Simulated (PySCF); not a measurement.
Compound: C2H7BS3Si.
Structure used (PBE0-D3(BJ)/def2-SVP), in Å, numbered top down from 1:
```xyz
14
C2H7BS3Si angstrom
Si    -2.6677    0.0479    0.1710
S     -1.4436   -1.0521    1.5672
C      0.2404   -0.5006    1.1331
C      0.7774   -1.1825   -0.1107
S      2.3100   -0.3565   -0.6741
B      1.8424    1.2641   -0.0923
S      0.3928    1.3271    0.9545
H     -2.1608   -0.0844   -1.2268
H     -2.7921    1.4885    0.5281
H     -3.9922   -0.6248    0.2980
H      0.8500   -0.7759    2.0082
H      0.0458   -1.1307   -0.9314
H      0.9948   -2.2403    0.0937
H      2.4689    2.2497   -0.3710
```

Computed with PySCF at PBE0/def2-SVPD, non-relativistic, on one gas-phase PBE0-D3(BJ)/def2-SVP geometry that isn't relaxed in the solvent. The solvent is an IEF-PCM continuum (van der Waals radii × 1.2), and excitations are vertical TDDFT with non-equilibrium linear response and a frozen core. Specific hydrogen bonds and non-electrostatic terms are outside this model.

Gas-phase singlets (H = HOMO, L = LUMO):

| state | E (eV) | λ (nm) | f | leading configurations |
| --- | --- | --- | --- | --- |
| S1 | 4.967 | 250 | 0.044 | H→L 95% |
| S2 | 5.269 | 235 | 0.058 | H-1→L 68%, H→L+1 18% |
| S3 | 5.386 | 230 | 0.003 | H→L+1 71%, H-1→L 19% |
| S4 | 5.657 | 219 | 0.003 | H-1→L+1 54%, H→L+2 26%, H-1→L 11% |
| S5 | 5.884 | 211 | 0.008 | H→L+2 59%, H-1→L+1 30% |

**Question.** What are the lowest 5 singlets in tetrahydrofuran (ε = 7.426)?

**Answer.** 
```tsv
state	E (eV)	λ (nm)	f	leading configurations	change by rank (eV)
S1	4.944	251	0.081	H→L 97%	-0.023
S2	5.282	235	0.066	H-1→L 74%, H→L+1 15%	+0.013
S3	5.418	229	0.004	H→L+1 76%, H-1→L 15%	+0.032
S4	5.688	218	0.003	H-1→L+1 54%, H→L+2 27%, H-1→L 8%	+0.031
S5	5.918	209	0.012	H→L+2 59%, H-1→L+1 32%	+0.034
```

**Question.** How do the frontier levels move from gas to tetrahydrofuran?

**Answer.** 
| orbital | gas (eV) | solvent (eV) | change (eV) | Löwdin shares, gas | Löwdin shares, solvent |
| --- | --- | --- | --- | --- | --- |
| LUMO+2 | -0.10 | 0.00 | +0.10 | S2 30 %, S5 19 %, Si1 14 %, C3 11 % | S2 31 %, S5 20 %, Si1 13 %, C3 11 % |
| LUMO+1 | -0.54 | -0.41 | +0.13 | S7 22 %, S2 20 %, Si1 13 %, S5 10 % | S7 23 %, S2 19 %, Si1 13 %, C3 9 % |
| LUMO | -1.18 | -1.11 | +0.07 | B6 40 %, S5 19 %, S7 19 %, H14 7 % | B6 41 %, S5 20 %, S7 19 %, H14 7 % |
| HOMO | -7.17 | -7.10 | +0.07 | S5 27 %, S7 26 %, S2 21 %, B6 7 % | S5 27 %, S7 26 %, S2 20 %, B6 7 % |
| HOMO-1 | -7.51 | -7.45 | +0.06 | S2 47 %, S5 15 %, S7 10 %, C3 7 % | S2 48 %, S5 15 %, S7 10 %, Si1 7 % |
| HOMO-2 | -8.66 | -8.61 | +0.05 | S7 32 %, S5 30 %, B6 14 %, S2 8 % | S7 33 %, S5 29 %, B6 14 %, S2 8 % |
| HOMO-3 | -8.93 | -8.84 | +0.09 | S2 25 %, S5 19 %, S7 16 %, Si1 10 % | S2 28 %, S5 18 %, S7 14 %, Si1 10 % |

The HOMO–LUMO gap goes from 5.99 to 5.99 eV.
